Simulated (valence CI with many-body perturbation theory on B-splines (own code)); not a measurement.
**La XLV: what the settings do**

Computed by valence CI with perturbative core correlation (CI+MBPT): three valence electrons over a frozen Dirac-Fock core [Ne], radial functions for each j: 6 s, 6 p, 5 d, 3 f, 1 g, with the one-electron correlation potential Σ1, the two-electron term Σ2, the three-electron term Σ3, Breit, model QED; selected CI, second order for the rest, scaled by the run's own slope (own B-spline code, finite nucleus).

No measured spectrum was set against this ion. As an estimate, large intervals hold to a few tenths of a per cent, small ones and those within an open d or f shell to about a per cent.

The reference run has the lowest level (3s^2 3p1/2) J=1/2 and an ionisation energy of 3517.00 eV. Its largest variational space holds 2788 state functions.

Levels are named by their leading jj configuration (3d3/2^4 stands for four electrons in 3d with j = 3/2), which in mixed levels can hold well under half, so a name can repeat and another be missing. Letters in brackets count levels of one name in rising energy.

| Level | Reference (cm⁻¹) | Shift (cm⁻¹) |
| --- | --- | --- |
| (3s^2 3p3/2) J=3/2 | 857556 | -123 |
| (3s 3p1/2^2) J=1/2 | 891081 | -155 |
| (3s 3p1/2 3p3/2) J=3/2 [a] | 1591960 | -1016 |
| (3s 3p1/2 3p3/2) J=5/2 | 1690440 | -406 |
| (3s 3p1/2 3p3/2) J=3/2 [b] | 1822840 | +100 |
| (3s 3p1/2 3p3/2) J=1/2 | 1888280 | +527 |
| (3s^2 3d3/2) J=3/2 | 2200630 | +1094 |
| (3s^2 3d5/2) J=5/2 | 2316960 | -46 |
| (3s 3p3/2^2) J=5/2 | 2573710 | +339 |
| (3p1/2^2 3p3/2) J=3/2 | 2723550 | -6.6 |
| (3s 3p3/2^2) J=1/2 | 2750030 | +821 |
| (3s 3p3/2^2) J=3/2 | 2791110 | +785 |

The ionisation energy moves by -0.18 eV.

Task: Which of these changes was made?
A. natural orbitals for correlation on → off
B. highest l in the core sums 6 → 1
C. size limit of the variational space 10000 → 3000

Result: A. natural orbitals for correlation on → off.
